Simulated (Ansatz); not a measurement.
A nudged elastic band was laid between two geometries of CH2OSSi (6 atoms, charge 0, multiplicity 1).

The calculation used Ansatz, RKS PBE0-D4/def2-SVP.

```yaml
movable_images: 5
climbing_image: yes
spring: 5.0 eV/Å²
optimiser: quadratic models (default)
start_path: through a guess of the saddle point
force_threshold: 0.05 eV/Å
iteration_limit: 60
end_points: relaxed
```

Initial state:

```xyz
6
Properties=species:S:1:pos:R:3
C 0.464 0.071 -1.629
Si 0.275 -1.193 -0.580
S -0.485 -1.041 1.416
O -0.224 0.543 1.878
H 0.870 0.536 -2.527
H -0.900 1.084 1.442
```

Final state:

```xyz
6
Properties=species:S:1:pos:R:3
C 0.605 -0.275 -2.041
Si 0.593 0.287 -0.482
S -0.689 -0.703 0.912
O -0.376 0.166 2.317
H 0.922 -0.329 -3.081
H -1.054 0.853 2.375
```

(1) What changes between the two ends?

(2) Give the energies along the band, and the barrier.

(3) What is the geometry of the highest image?

(4) What are the harmonic wavenumbers there?

## Answers

(1) No bond is made or broken. The dihedral C1–Si2–S3–O4 goes from -23 to 180°.

(2) The forces met the threshold. The highest image is number 3 of 0 to 6, 1.0 kcal/mol above the first end and 2.9 kcal/mol above the last; the last end lies 2.0 kcal/mol below the first. A vibrational analysis at the climbing image gives one clearly imaginary mode, 75i cm⁻¹: a first-order saddle point.

```json
{"image": "0", "path coordinate (Å)": "0.00", "energy (kcal/mol)": "0.0", "dihedral C1–Si2–S3–O4 (°)": "-23"}
{"image": "1", "path coordinate (Å)": "0.35", "energy (kcal/mol)": "0.2", "dihedral C1–Si2–S3–O4 (°)": "-43"}
{"image": "2", "path coordinate (Å)": "0.70", "energy (kcal/mol)": "0.7", "dihedral C1–Si2–S3–O4 (°)": "-67"}
{"image": "3", "path coordinate (Å)": "1.04", "energy (kcal/mol)": "1.0", "dihedral C1–Si2–S3–O4 (°)": "-95"}
{"image": "4", "path coordinate (Å)": "1.52", "energy (kcal/mol)": "0.3", "dihedral C1–Si2–S3–O4 (°)": "-129"}
{"image": "5", "path coordinate (Å)": "2.01", "energy (kcal/mol)": "-1.1", "dihedral C1–Si2–S3–O4 (°)": "-157"}
{"image": "6", "path coordinate (Å)": "2.49", "energy (kcal/mol)": "-2.0", "dihedral C1–Si2–S3–O4 (°)": "180"}
```

(3) 
```xyz
6
Properties=species:S:1:pos:R:3
C 0.420 -0.016 -1.934
Si 0.620 -0.655 -0.425
S -0.652 -1.001 1.256
O -0.383 0.385 2.167
H 0.947 0.212 -2.862
H -0.953 1.076 1.799
```

(4) 75i, 150, 211, 412, 459, 601, 647, 766, 1117, 1185, 3291, 3817 cm⁻¹.

Time of the run: 3.4 min on 1 thread of Intel(R) Xeon(R) Processor @ 2.70GHz, on a shared host, peak memory 0.15 GiB.
